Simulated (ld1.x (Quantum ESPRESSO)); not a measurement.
## Ca (Z = 20): one change to a TM potential, before and after

Ca (Z = 20), norm-conserving Troullier–Martins (Kleinman–Bylander form), made with ld1.x (Quantum ESPRESSO) 7.5 (LDA (PZ), fully relativistic). Core [Ne], reference 3s2 3p6 3d0 4s2 4p0. Waves: 3s (bound): rc 1.45 bohr; 3p (bound): rc 1.10 bohr; 3d (bound, empty): rc 2.65 bohr. Local part: all-electron potential smoothed inside 1.60 bohr (lloc = -1). Core correction: none.

Open shells are filled in proportion to 2j + 1 (rel_dist='average').

Occupied shells without a wave of their own: 4s. They enter only through the test configuration that unscreens the potential.

All-electron outer shells of the reference configuration (LDA (PZ), scalar-relativistic, ld1.x):

| shell | level (eV) | outermost node (bohr) | outermost maximum (bohr) |
| --- | --- | --- | --- |
| 2s | -413.12 | 0.10 | 0.30 |
| 2p | -334.59 | – | 0.25 |
| 3s | -46.82 | 0.45 | 0.99 |
| 3p | -27.98 | 0.42 | 1.04 |
| 4s | -3.87 | 1.43 | 3.33 |
| 3d | -2.13 | – | 1.29 |
| 4p | -1.44 | 1.63 | 4.39 |

Change: all radii scaled by about 1.16 (s 1.68, p 1.28, d 3.08 bohr); local potential all-electron potential smoothed inside 1.86 bohr (lloc = -1).

Cutoffs: the cutoffs (Ry, on a coarse ladder) from which the occupation-weighted sum of valence levels, in a spherical-Bessel basis at the reference potential, stays within 10 and 1 mRy of its value at 400 Ry; they do not see the model core or the augmentation charge, which bear on the density cutoff. Errors are all-electron minus pseudo energies relative to the spin-unpolarised reference configuration.

Problem. What does the change do?

Solution. Of the 7 tests that both files solve, the error grows in 7 and shrinks in 0 by more than 15 % and 0.3 meV (median size 8.1 → 169.3 meV); neither file shows a bound ghost. More of the atom is replaced by a form fitted at one configuration, so other configurations suffer.

| quantity | base | changed |
| --- | --- | --- |
| bound ghosts | none | none |
| largest miss of a reference level, eV | 0.00 | 0.15 |
| error for 3s2 3p6 3d0 4s1 4p0, meV [ΔE 6.46 eV] | -1.5 | +210 |
| error for 3s2 3p6 3d0 4s0 4p0, meV [ΔE 18.41 eV] | -5.4 | +575 |
| error for 3s2 3p6 3d0 4s1.5 4p0, meV [ΔE 2.57 eV] | -0.6 | +89 |
| error for 3s2 3p5 3d0 4s2 4p0, meV [ΔE 34.66 eV] | +33 | -45 |
| error for 3s2 3p6 3d0 4s1 4p1, meV [ΔE 2.49 eV] | +8.1 | +157 |
| error for 3s2 3p6 3d1 4s1 4p0, meV [ΔE 2.24 eV] | +28 | +169 |
| error for 3s2 3p6 3d1 4s0 4p0, meV [ΔE 7.80 eV] | +53 | +420 |

Changed file: The 4s level has no wave, so the channel is fitted at the deeper level alone: the likely source of the large errors.
